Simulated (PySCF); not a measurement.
Stationary points of AsH₄

Method: PBE0/[As def2-TZVP, H def2-TZVP], no relativity, density fitting, PySCF.

Relaxations began from a few typed shapes; open shells are unrestricted. The search is not exhaustive: other isomers or separated fragments can lie lower, and high-lying points may rest on an excited occupation.

(1) Order these stationary points by electronic energy, lowest first, in kJ/mol from the lowest minimum.
A. doublet D2d: As–H 1.535 Å (×4); H–As–H 95.1° (×4), H–As–H 145.3° (×2)
B. doublet C2v: As–H 1.511 Å (×2), As–H 1.654 Å (×2); H–As–H 92.2° (×4), H–As–H 96.5°, H–As–H 173.2°
C. doublet Td: As–H 1.627 Å (×4); H–As–H 109.5° (×6)
D. doublet D4h: As–H 1.569 Å (×4); H–As–H 90.0° (×4), H–As–H 180.0° (×2)

(2) Which of them are minima?

Answers

(1) B (0.0), A (79.9), C (132.8), D (170.8).

(2) By energy in kJ/mol, 0.0: minimum; 79.9: saddle point, 1 imaginary mode; 132.8: saddle point, 3 imaginary modes; 170.8: saddle point, 1 imaginary mode.
